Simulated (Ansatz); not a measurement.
```yaml
atoms:
  - { symbol: C, position_ang: [0.0000, 0.0040, -0.7856] }
  - { symbol: C, position_ang: [0.0000, -0.0040, 0.7856] }
  - { symbol: C, position_ang: [0.0000, 1.2033, -1.5962] }
  - { symbol: C, position_ang: [0.0000, -1.2033, 1.5962] }
  - { symbol: H, position_ang: [0.0000, -1.0549, -1.3170] }
  - { symbol: H, position_ang: [0.0000, 1.0549, 1.3170] }
  - { symbol: H, position_ang: [0.0000, 1.1529, -2.7750] }
  - { symbol: H, position_ang: [0.0000, 2.2776, -1.1027] }
  - { symbol: H, position_ang: [0.0000, -1.1529, 2.7750] }
  - { symbol: H, position_ang: [0.0000, -2.2776, 1.1027] }
```

Basis set: 6-31G* (spherical functions). Correlated methods keep 4 orbitals frozen. Charge 0, multiplicity 1.

Computed with Ansatz (development build ahead of 0.2.0); each method stands on the lowest determinant of its kind that the runs found. Restricted open shells among the atoms or ions are ROHF, correlated in semicanonical orbitals with singles.

The atomization energy at this shape (free ground-state atoms in the same class of orbitals less the molecule, no zero-point energy) of singlet C4H6:

```
method  atomization energy
   RHF            31.01 eV
```

What does RHF-MP2 give?

39.29 eV. Caution: in another basis set an unrestricted determinant lies well below; the shape is not the minimum.
